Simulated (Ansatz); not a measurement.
System: CdF (charge 0, doublet). The spin state was set by rule; other spins were not relaxed. 
Structure (B3LYP-D3(BJ)/def2-TZVP (Ansatz, an electronic-structure program) minimum search):
SMILES: [F][Cd]
```xyz
2

Cd     0.0000     0.0000    -0.3189
F      0.0000     0.0000     1.7008
```
Charge 0, spin multiplicity 2.

Dipole moments at this geometry, in debye (magnitudes).

| level | program | dipole (D) |
|---|---|---|
| B97M-V/def2-TZVPD | Ansatz | 3.83 |
| B3LYP/def2-TZVPD | Ansatz | 3.88 |
| HSE06/def2-TZVPD | Ansatz | 3.90 |
| wB97M-V/def2-TZVPD | Ansatz | 3.92 |
| CCSD(T)/def2-SVPD | Ansatz | 4.10 |
